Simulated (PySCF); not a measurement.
C₄H₈Si, SMILES C1=CC[SiH2]C1.

The structure is a stationary point at PBE0-D3(BJ)/def2-SVP. One conformer was computed; it need not be the lowest.

All values below come from PBE0/def2-TZVP (PySCF).

Symmetry labels are those of the subgroup Cs that the program uses (full group Cs).

Computed valence orbital energies around the gap with their symmetry:
```tsv
orbital	symmetry	energy (eV)
HOMO−7	A'	-12.16
HOMO−6	A"	-11.30
HOMO−5	A'	-10.81
HOMO−4	A"	-10.09
HOMO−3	A'	-9.23
HOMO−2	A'	-8.80
HOMO−1	A"	-8.34
HOMO	A'	-7.06
LUMO	A"	0.46
LUMO+1	A"	0.81
LUMO+2	A'	0.98
LUMO+3	A'	1.72
```
